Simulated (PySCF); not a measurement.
One of the candidates below gave these computed data.

All candidates are C5H9NOSi.

| technique | computed result |
| --- | --- |
| 13C NMR | chemical shifts (computed TMS as zero) by class: 139.9 (1 C), 123.5 (1 C), 121.6 (1 C), 27.1 (1 C), -0.3 (1 C) ppm [GIAO PBE0/pcSseg-1] |
| Triplet | lowest triplet excitation (Tamm–Dancoff): 4.34 eV [TDA B3LYP/def2-SVPD] |
| Rotational structure | rotational constants A, B, C: 1.799, 1.482, 0.975 GHz [GFN2-xTB] |
| Dipole | 4.72 D [B3LYP/def2-SVPD] |
| UV, first state | lowest singlet excitation: 5.85 eV (212 nm, f = 0.025) [TDDFT B3LYP/def2-SVPD] |
| UV, strongest line | among the 8 lowest singlet transitions: S3 at 6.82 eV (182 nm, f = 0.136) [TDDFT B3LYP/def2-SVPD] |
| NMR, other nuclei | isotropic shieldings of nuclei other than C and H, by class: -28 (1 N), 310 (1 O), 354 (1 Si) ppm [GIAO PBE0/pcSseg-1] |

The electronic properties come from PySCF, for the isolated species, density fitting. Levels stand in brackets. Geometry: GFN2-xTB, one conformer, isolated molecule. NMR values are class means; diastereotopic atoms form classes of their own.

Task: Which candidate is it?
A. `C=CC[Si@H](O)CC#N`
B. `C#C[Si@@](C)(N)OC=C`
C. `N#C[C@@H]1COCC[SiH2]1`

Result: A. It is `C=CC[Si@H](O)CC#N`. Numbering: `[CH2:1]=[CH:2][CH2:3][Si@H:4]([OH:5])[CH2:6][C:7]#[N:8]`. Its formula, C5H9NOSi, gives 3 degrees of unsaturation: 0 rings and 3 π bonds in the structure found. 5 carbons fall into 5 classes; from least to most shielded: alkene CH carbon [C2] (139.9 ppm), terminal =CH2 carbon [C1] (123.5 ppm), nitrile carbon [C7] (121.6 ppm), sp3 carbon bound to silicon [C3] (27.1 ppm), sp3 carbon bound to silicon [C6] (-0.3 ppm). The other shieldings belong to: -28 ppm, nitrile nitrogen [N8]; 310 ppm, silanol oxygen [O5]; 354 ppm, oxygen-bound silicon [Si4]. S1 is mainly HOMO→LUMO (weight 0.89); the largest Löwdin shares of the orbital it empties are 0.34 on the terminal =CH2 carbon, 0.28 on the alkene CH carbon, 0.13 on an sp3 carbon bound to silicon and 0.07 on the oxygen-bound silicon, of the orbital it fills 0.20 on the silanol oxygen, 0.17 on the oxygen-bound silicon, 0.11 on the hydroxyl hydrogen and 0.11 on the alkene CH carbon. The optimised geometry has point group C1 and is an asymmetric top.

The others, at the same levels:
- `C#C[Si@@](C)(N)OC=C` fails: its computed 13C shifts are 150.8 (1 C), 99.9 (1 C), 98.7 (1 C), 91.5 (1 C), 1.3 (1 C) ppm, lowest singlet excitation is 5.50 eV (225 nm, f = 0.004) (against 5.85 eV) and strongest line among the 8 lowest singlet transitions is S6 at 6.28 eV (197 nm, f = 0.024) (against S3 at 6.82 eV).
- `N#C[C@@H]1COCC[SiH2]1` fails: its computed 13C shifts are 123.0 (1 C), 73.4 (1 C), 71.3 (1 C), 10.9 (1 C), 10.4 (1 C) ppm and rotational constant A is 3.010 GHz (against 1.799 GHz).

Each candidate is one conformer, not necessarily the lowest. Dipoles, sizes and rotational constants follow the conformer. The torsions of the flexible species, by atom-mapped SMILES:
- `[CH2:1]=[CH:2][CH2:3][Si@H:4]([OH:5])[CH2:6][C:7]#[N:8]`: C1–C2–C3–Si4 98°, C2–C3–Si4–O5 55°, C3–Si4–C6–C7 -58°, H–O5–Si4–C3 57°
- `[CH:1]#[C:2][Si@@:3]([CH3:4])([NH2:5])[O:6][CH:7]=[CH2:8]`: C2–Si3–O6–C7 64°, Si3–O6–C7–C8 -179°, H–N5–Si3–C2 77°, H–N5–Si3–C2 -61°

The conformers of `N#C[C@@H]1COCC[SiH2]1` aren't listed.
